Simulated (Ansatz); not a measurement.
Frontier orbitals of `[CH2]1[SiH2][SiH2][Se][CH2][Zn]1`.

Z-matrix (Å, degrees):
```
Si
Si 1 2.382
Zn 1 2.924 2 76.0
C 1 1.871 2 112.0 3 19.6
H 1 1.492 2 105.7 3 -99.6
H 1 1.494 2 107.0 3 146.4
Se 2 2.300 1 115.5 3 -20.8
H 2 1.488 1 111.6 3 -136.5
H 2 1.491 1 109.8 3 104.0
C 3 1.935 1 117.9 2 -14.7
H 4 1.093 1 111.0 2 84.3
H 4 1.090 1 111.5 2 -153.8
H 10 1.088 3 119.3 1 -70.0
H 10 1.089 3 116.6 1 154.9
```

Charge 0, multiplicity 1. For Zn the d shell is correlated and the shells below it are frozen. Correlated methods include outer-core shells of Se, which these sets cover unevenly. Scalar relativity is left out up to krypton. All single points use the PBE0-D4/def2-TZVP geometry. Basis def2-TZVPP, Ansatz 0.2.0.

```tsv
functional	HOMO (eV)	LUMO (eV)	gap (eV)
PBE	-5.16	-1.74	3.42
PBE0	-6.16	-0.97	5.19
r2SCAN0	-6.31	-0.85	5.46
BHLYP	-7.05	-0.27	6.78
CAM-B3LYP	-7.37	-0.10	7.27
ωB97M-V	-8.21	0.51	8.72
HF	-8.43	1.40	9.83
```

Task: What is the vertical ionisation energy at frozen-core CCSD(T)/def2-TZVPP? (Estimate.)

Result: Ansatz gave: 8.00 eV (T1 of the cation 0.023).

A quarter of exact exchange (PBE0) shifts PBE's HOMO by −1.00 eV and its LUMO by +0.77 eV; full exchange at long range (ωB97M-V) shifts them by −3.05 and +2.24 eV. The gap opens from 3.42 to 8.72 eV, since occupied levels lose self-interaction and empty ones feel all the electrons. A positive LUMO is unbound and depends on the basis. −ε(HOMO) differs from that ionisation energy by −2.84 eV with PBE and +0.22 eV with ωB97M-V.
